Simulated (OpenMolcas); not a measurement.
**Cu⁶⁺: CASPT2 settings compared**

| Item | Value |
| --- | --- |
| Program | OpenMolcas 26.06 |
| Basis | ANO-L-VQZP [7s6p4d3f2g] |
| Scalar Hamiltonian | non-relativistic, point nucleus |
| Active space | 5 electrons in 5 orbitals (3d) |
| State averaging | 2S+1 = 6 even, 1 root; 2S+1 = 4 even, 24 roots kept (CI in the orbitals of an earlier block); 2S+1 = 2 even, 75 roots kept (CI in the orbitals of an earlier block) |
| Spin-orbit coupling | state interaction with AMFI integrals over the reference wave functions, term energies averaged over their components |

Methods on the same reference wave functions:
A. CASSCF
B. SS-CASPT2, IPEA 0.6 Eh, imaginary shift 0.15 Eh (closed shells correlated: none)
C. SS-CASPT2, IPEA 0.75 Eh, real shift 0.25 Eh (closed shells correlated: 3s 3p)
D. SS-CASPT2, IPEA 0.5 Eh, real shift 0.15 Eh (closed shells correlated: 3s 3p)
E. MS-CASPT2, IPEA 0.75 Eh, real shift 0.25 Eh (closed shells correlated: 3s 3p)
F. MS-CASPT2, IPEA 0.6 Eh, imaginary shift 0.15 Eh (closed shells correlated: none)

Energies in cm-1 above 3d5 6S 5/2, the measured ground level; measured values from the list in Gamrath, thesis, University of Mons (2023).

```
               Level      A      B      C      D      E      F  Measured
          3d5 6S 5/2    0.0    0.0    0.0    0.0    0.0    0.0       0.0
          3d5 4G 5/2  52086  49950  48330  48330  48330  49950          
          3d5 4G 7/2  52195  50070  48460  48460  48460  50070          
         3d5 4G 11/2  52224  50100  48500  48500  48500  50100          
          3d5 4G 9/2  52260  50140  48530  48540  48530  50140          
          3d5 4P 5/2  59721  55090  53080  52980  53080  55090     50732
          3d5 4P 3/2  60014  55370  53390  53290  53390  55370     51067
          3d5 4P 1/2  60372  55690  53760  53660  53760  55690     51407
          3d5 4D 7/2  64753  60710  57890  57820  57890  60710     55742
          3d5 4D 1/2  65104  61050  58260  58190  58260  61050     56210
          3d5 4D 3/2  65379  61280  58550  58470  58550  61280     56428
          3d5 4D 5/2  65431  61310  58600  58520  58600  61310     56427
         3d5 2I 11/2  74400  72500  70950  70920  70950  72500     67757
         3d5 2I 13/2  74661  72810  71260  71230  71260  72810     67918
3d5 2D 5/2(1) [61 %]  82862  77300  74500  74250  74500  77300          
       3d5 2D 3/2(1)  84402  78730  75820  75580  75820  78730     72227
3d5 2F 7/2(1) [73 %]  86462  80880  78400  78200  78400  80880          
          3d5 4F 9/2  87270  81320  78830  78790  78830  81320     75930
          3d5 4F 5/2  87483  81540  79060  79010  79060  81540     76019
   3d5 4F 7/2 [73 %]  87587  81670  79200  79130  79200  81670     76349
          3d5 4F 3/2  88269  82330  79770  79710  79770  82330     76886
   3d5 2H 9/2 [66 %]  91363  86690  84650  84460  84650  86690     80717
         3d5 2H 11/2  92315  87750  86070  85900  86070  87750     81954
       3d5 2G 7/2(1)  94629  89770  86590  86360  86590  89770     82746
```

Deviations, from unrounded energies. A percentage is the sum of absolute deviations over the sum of measured energies, with the sign that they share, or ± where signs differ.

```csv
Against measurement,Levels,A,B,C,D,E,F
mean absolute deviation (cm-1),17,9800,5200,2900,2800,2900,5200
other terms of the ground configuration (%),17,+14.7,+7.8,+4.3,+4.2,+4.3,+7.8
```

C, D, E lie about equally close to measurement and A furthest from it. The largest miss of D in the table is 3d5 2H 11/2, by +3900 cm-1. The ranking rests on the paired levels alone, and a cruder setting can come out closer through cancelling errors.

Among B to F the level of the table that moves most is 3d5 2G 7/2(1), by 3400 cm-1 (lowest in D, highest in B). Moves below CASPT2's spread within the term are not significant.

The two smallest mean deviations differ by little beside CASPT2's spread within terms, so their order carries little weight.

From A to B the spin-free energies of the other terms of 3d5 shown, above 6S, scale by factors of 0.92 to 0.97.

The lowest spin-free term lies below A's lowest term by 0.071 hartree in B, 0.419 hartree in C, 0.424 hartree in D, 0.419 hartree in E, 0.071 hartree in F.

Term energies are means over components that CASPT2 splits; among the terms shown or strongly mixed into the levels shown the widest spread is 960 cm-1 (3d5 4F, E). Terms from blocks run as CI alone lack orbitals of their own. Without dynamic correlation excited terms often stand tens of per cent too high (terms of higher spin than the ground term too low), and those without a measured partner can miss by more than the paired ones (holds for A). Some levels mix across a computed gap that differs much from the measured one, so their mixing is not that of the real levels (holds for A; B; F). Blocks of more than 70 roots (2S+1 = 2 even) ran without multistate coupling (holds for E; F). The CASPT2 spread within a term exceeds the gap to the next term for 3d5 2F(1) and 3d5 4F, so the order of their levels is uncertain, and so are names and mixing where such terms share a J (holds for E). Measured partners are found by configuration, term and J. A level has none where our copy of the source lacks it or the pairing is in doubt (some pairs that miss far off the trend of their configuration count as doubtful), and it then counts in no deviation. Only configurations of the active space appear. Levels that lie high or do not pair safely by name in every column are left out.

A share in square brackets marks a mixed level and gives the weight of the term that names it, the lowest over the columns. A number in round brackets counts repeated terms of one configuration in the order of the reference energies.
